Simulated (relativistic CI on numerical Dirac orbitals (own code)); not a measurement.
## Se⁴⁺: q coefficients and field-shift factors

These numbers are calculated, not measured: Dirac-Coulomb-Breit CI, orbitals from a KLI potential per configuration, valence Slater integrals scaled by 0.85, P86 correlation energy added to each configuration, derivatives by finite differences, QED left out (own radial code, finite nucleus).

CI space (outside the closed core [Ar] 3d10): 4s2, 4s.4p, 4p2, 4s.4d, 4s.4f, 4d2, 4p.4d, 4s.5s. Levels of other configurations are missing.

With x = (α/α₀)² − 1 an excitation energy changes as ω = ω₀ + qx; K = 2q/ω₀ is the relative enhancement. Terms are leading LS components, so labels can repeat. The field-shift factor is F = δν/δ⟨r²⟩ for the transition from the lowest level.

Lowest level 4s2 1S_0.

```tsv
Level	ω₀ (cm⁻¹)	q (cm⁻¹)	K	F (GHz/fm²)
4s.4p 3P°_0	86703	2671	0.0616	-5.5
4s.4p 3P°_1	88249	4164	0.0944	-5.52
4s.4p 3P°_2	91694	7855	0.171	-5.54
4s.4p 1P°_1	129987	6720	0.103	-5.55
4p2 3P_0	209476	8376	0.08	-11.4
4p2 1D_2	210764	10860	0.103	-10.5
4p2 3P_1	211641	11110	0.105	-11.4
4p2 3P_2	215930	15690	0.145	-11.2
4p2 1S_0	245795	13900	0.113	-11.2
4s.4d 3D_1	255136	8222	0.0645	-5.19
4s.4d 3D_2	255342	8427	0.066	-5.18
4s.4d 3D_3	255657	8745	0.0684	-5.18
4s.4d 1D_2	280676	8988	0.064	-6.11
```

At this charge configurations can still be misplaced by up to about 7 % of their energy.
